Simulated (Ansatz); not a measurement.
Reaction (formal exchange of groups at a C–C bond): `C#CC1C=C1C` + `[InH3]` → `C#[C][InH2]` + `CC1=CC1`

Computed with Ansatz on PBE0-D4/def2-TZVP structures; ΔE is electronic, products minus reactants. CCSD(T)/CBS adds triple-zeta CCSD(T) − MP2 to the extrapolated MP2 energy (def2 sets, frozen cores). Elements past krypton have def2 core potentials. For In outer-core shells are correlated without core-valence functions, which leaves a few kJ/mol of doubt a bond.

```
      species  CCSD/def2-TZVPP energy (Eh)
 `C#CC1C=C1C`                   -231.60559
     `[InH3]`                   -191.23149
`C#[C][InH2]`                   -267.23746
    `CC1=CC1`                   -155.61716
```

**Question.** Work out ΔE.

**Answer.** ΔE = (-267.23746) + (-155.61716) − (-231.60559) − (-191.23149) = -0.01754 Eh = -46.1 kJ/mol. CCSD(T)/CBS gives -44.6 kJ/mol.

Largest T1 diagnostic among the species: 0.015.

The D4 term adds +3.8 kJ/mol with B3LYP and +2.3 kJ/mol with PBE0; it sums over pairs of atoms, weighted by their polarisabilities, and B3LYP, whose exchange is more repulsive, gets the larger term.

B3LYP here is the variant with VWN-RPA as its local correlation; programs differ in this.
